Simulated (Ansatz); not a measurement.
`CC[AsH]C`, relaxed with RKS PBE0-D4/def2-TZVP in the Gaussian-basis code of Ansatz from a PBE-D4/def2-SVP geometry. The force threshold is 0.005 eV/Å; the program also tests the step.

Total charge 0; spin multiplicity 1.

Start:

```xyz
13

C    -1.893    0.007   -0.957
C    -0.411   -0.226   -0.671
As    0.311    1.029    0.713
C     2.060    0.115    0.979
H    -2.260   -0.662   -1.763
H    -2.518   -0.185   -0.060
H    -2.090    1.051   -1.279
H    -0.218   -1.269   -0.347
H     0.201   -0.051   -1.582
H    -0.390    0.319    1.894
H     2.708    0.338    0.108
H     2.551    0.516    1.886
H     1.949   -0.982    1.077
```

(1) By how much does the energy fall, and how many steps does the optimiser take? (An estimate is asked.)

(2) Which bonds change most? (An estimate is asked.)

(3) Give the relaxed structure. (Best estimate.)

Answers

(1) Computed: 5.15 kJ/mol, in 5 steps.

(2) The calculation gave: C2–As3 from 2.003 to 1.976 Å; As3–C4 from 1.991 to 1.968 Å; As3–H10 from 1.546 to 1.528 Å; C2–H8 from 1.109 to 1.092 Å.

(3) Ansatz gave: 
```xyz
13

C    -1.878    0.007   -0.942
C    -0.401   -0.228   -0.680
As    0.314    1.005    0.689
C     2.044    0.112    0.976
H    -2.250   -0.650   -1.733
H    -2.476   -0.185   -0.047
H    -2.069    1.038   -1.250
H    -0.211   -1.257   -0.366
H     0.185   -0.049   -1.586
H    -0.396    0.329    1.860
H     2.693    0.330    0.126
H     2.511    0.515    1.875
H     1.933   -0.967    1.077
```
